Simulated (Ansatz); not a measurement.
Zn₇Se₆I₂. Total charge 0; singlet. Geometry r2SCAN-D4/def2-SVP.

```xyz
15

Zn    0.928   -2.819   -2.978
Zn   -2.109    1.011    1.320
Zn   -0.313    2.670    2.637
Zn    0.148    1.943   -0.509
Zn   -0.894   -0.524   -1.668
Zn    1.547    0.143    0.935
Zn    1.574   -2.269   -0.785
Se    1.606    2.628    1.347
Se   -2.452    2.341    3.245
Se   -0.571   -0.860    1.887
Se   -0.810   -2.365    0.043
Se   -2.151    1.501   -1.034
Se    1.529    0.243   -1.617
I    -1.283   -1.730   -4.051
I     3.249   -1.915    1.230
```

In the def2 sets I takes a core potential, while STO-3G treats all electrons; there is no spin–orbit coupling. Single mean-field runs in def2-SVP, def2-TZVP are fitted with def2-universal-jkfit. Another isomer (singlet) lies 1.09 eV lower at PBE0-D4/def2-TZVP; other spin states weren't run for this one.

(1) Estimate the orbital energies around the gap (eV) in Ansatz with HF/STO-3G, HF/def2-SVP, r2SCAN-D4/def2-SVP, PBE0-D4/def2-SVP, PBE0-D4/def2-TZVP.

Answers

(1) 
```json
{"orbital": "HOMO−5", "HF/STO-3G": "-5.26", "HF/def2-SVP": "-9.97", "r2SCAN-D4/def2-SVP": "-6.80", "PBE0-D4/def2-SVP": "-7.57", "PBE0-D4/def2-TZVP": "-7.60"}
{"orbital": "HOMO−4", "HF/STO-3G": "-4.81", "HF/def2-SVP": "-9.68", "r2SCAN-D4/def2-SVP": "-6.63", "PBE0-D4/def2-SVP": "-7.38", "PBE0-D4/def2-TZVP": "-7.41"}
{"orbital": "HOMO−3", "HF/STO-3G": "-4.40", "HF/def2-SVP": "-9.54", "r2SCAN-D4/def2-SVP": "-6.49", "PBE0-D4/def2-SVP": "-7.24", "PBE0-D4/def2-TZVP": "-7.26"}
{"orbital": "HOMO−2", "HF/STO-3G": "-3.78", "HF/def2-SVP": "-9.37", "r2SCAN-D4/def2-SVP": "-6.26", "PBE0-D4/def2-SVP": "-7.02", "PBE0-D4/def2-TZVP": "-7.05"}
{"orbital": "HOMO−1", "HF/STO-3G": "-3.48", "HF/def2-SVP": "-8.79", "r2SCAN-D4/def2-SVP": "-5.86", "PBE0-D4/def2-SVP": "-6.56", "PBE0-D4/def2-TZVP": "-6.69"}
{"orbital": "HOMO", "HF/STO-3G": "-3.14", "HF/def2-SVP": "-8.02", "r2SCAN-D4/def2-SVP": "-5.62", "PBE0-D4/def2-SVP": "-6.29", "PBE0-D4/def2-TZVP": "-6.38"}
{"orbital": "LUMO", "HF/STO-3G": "2.54", "HF/def2-SVP": "0.55", "r2SCAN-D4/def2-SVP": "-3.18", "PBE0-D4/def2-SVP": "-2.48", "PBE0-D4/def2-TZVP": "-2.58"}
{"orbital": "LUMO+1", "HF/STO-3G": "2.82", "HF/def2-SVP": "0.63", "r2SCAN-D4/def2-SVP": "-2.78", "PBE0-D4/def2-SVP": "-2.23", "PBE0-D4/def2-TZVP": "-2.42"}
{"orbital": "LUMO+2", "HF/STO-3G": "3.04", "HF/def2-SVP": "1.11", "r2SCAN-D4/def2-SVP": "-2.34", "PBE0-D4/def2-SVP": "-1.79", "PBE0-D4/def2-TZVP": "-2.03"}
{"orbital": "LUMO+3", "HF/STO-3G": "3.81", "HF/def2-SVP": "1.68", "r2SCAN-D4/def2-SVP": "-1.92", "PBE0-D4/def2-SVP": "-1.30", "PBE0-D4/def2-TZVP": "-1.51"}
{"orbital": "LUMO+4", "HF/STO-3G": "4.18", "HF/def2-SVP": "2.02", "r2SCAN-D4/def2-SVP": "-1.71", "PBE0-D4/def2-SVP": "-1.13", "PBE0-D4/def2-TZVP": "-1.39"}
{"orbital": "LUMO+5", "HF/STO-3G": "5.06", "HF/def2-SVP": "2.10", "r2SCAN-D4/def2-SVP": "-1.56", "PBE0-D4/def2-SVP": "-0.92", "PBE0-D4/def2-TZVP": "-1.21"}
```
